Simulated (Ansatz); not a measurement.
Frontier orbitals of `CC(=O)O[Si](Cl)(Cl)Cl`.

```xyz
11

C     1.317   -1.194    0.947
C     0.044   -0.489    0.619
O    -0.989   -0.573    1.211
O     0.184    0.302   -0.483
Si   -1.034    1.219   -1.112
Cl   -0.195    2.136   -2.706
Cl   -2.574    0.071   -1.730
Cl   -1.663    2.608    0.209
H     2.105   -0.460    1.127
H     1.630   -1.801    0.095
H     1.176   -1.819    1.825
```

The species carries charge 0 and has multiplicity 1. The geometry is a stationary point of PBE0-D4/def2-TZVP. It is one conformer, not always the lowest. Basis def2-TZVPP, the Gaussian-basis code of Ansatz.

Orbital energies of one run (eV). Highest occupied ones, from the top: -11.43, -12.17, -12.44, -12.48, -13.03, -13.16, -13.24, -13.37, -14.28, -14.45, -14.93, -15.32, -15.46, -16.85. Empty: 1.91, 2.44, 3.08, 3.58, 3.70, 4.09.

Which functional gave them?
A. HSE06 (plane-wave form)
B. PBE0
C. LC-ωPBE
D. CAM-B3LYP

C. HOMO energies: LC-ωPBE -11.43, PBE0 -8.60, CAM-B3LYP -10.09, HSE06 -8.19 eV.

LC-ωPBE has ω = 0.4 bohr⁻¹.
